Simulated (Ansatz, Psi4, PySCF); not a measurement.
H₇FSi₃, singlet, geometry from GFN2-xTB, atoms displaced at random by about 0.03 Å a coordinate. Base run: PBE0/6-31G, gradient in PySCF.

Here is a job for PySCF.
```python
from pyscf import gto, scf, dft

mol = gto.Mole()
mol.atom = '''
    Si    0.11718582    0.03585157   -0.56071872
    F    -0.06184383   -1.56445878   -0.92637493
    Si   -1.92611604    0.75969829    0.02381374
    Si    1.88598439    0.00516383    1.01222709
    H     0.51648138    0.53551183   -1.87265000
    H    -2.96077412    0.54956557   -1.03451187
    H    -1.92832500    2.18591894    0.33171558
    H    -2.49407822    0.09205132    1.24229519
    H     3.09783103   -0.55292500    0.44407793
    H     2.21512498    1.41145847    1.25964163
    H     1.49524138   -0.62886614    2.25306928
'''
mol.basis = '6-31g'
mol.verbose = 3
mol.build()

mf = dft.RKS(mol)
mf.xc = 'pbe0'
mf.kernel()
g = mf.nuc_grad_method()
grad = g.kernel()
```

Programs used: Ansatz (a quantum-chemistry and plane-wave program), Psi4, PySCF; a row that names a program was run with it.

The coordinate followed is y of atom 1.

Variants of this job, named by their change:

```json
[
 {"change": "base", "dE/dx (Eh/bohr)": "-0.009662", "net force (Eh/bohr)": "0.000061"},
 {"change": "code = ansatz", "dE/dx (Eh/bohr)": "-0.009662", "net force (Eh/bohr)": "0.000000"},
 {"change": "grids.level = 5; grid_response = off", "dE/dx (Eh/bohr)": "-0.009660", "net force (Eh/bohr)": "0.000011"},
 {"change": "conv_tol = 1e-4", "dE/dx (Eh/bohr)": "-0.009711", "net force (Eh/bohr)": "0.000061"},
 {"change": "grid_response = on", "dE/dx (Eh/bohr)": "-0.009648", "net force (Eh/bohr)": "0.000000"},
 {"change": "finite difference step (bohr) = 0.05; conv_tol = 1e-11", "dE/dx (Eh/bohr)": "-0.010025", "net force (Eh/bohr)": "-"},
 {"change": "grids.level = 0; grid_response = off", "dE/dx (Eh/bohr)": "-0.009641", "net force (Eh/bohr)": "0.010760"},
 {"change": "code = psi4", "dE/dx (Eh/bohr)": "-0.009632", "net force (Eh/bohr)": "0.000254"},
 {"change": "grids.level = 5; grid_response = on", "dE/dx (Eh/bohr)": "-0.009660", "net force (Eh/bohr)": "0.000000"},
 {"change": "conv_tol = 1e-11", "dE/dx (Eh/bohr)": "-0.009662", "net force (Eh/bohr)": "0.000061"},
 {"change": "finite difference step (bohr) = 1e-3; conv_tol = 1e-11", "dE/dx (Eh/bohr)": "-0.009648", "net force (Eh/bohr)": "-"},
 {"change": "density fitting = on; auxbasis_response = off", "dE/dx (Eh/bohr)": "-0.009632", "net force (Eh/bohr)": "0.001199"}
]
```

The net force is zero for an exact gradient.
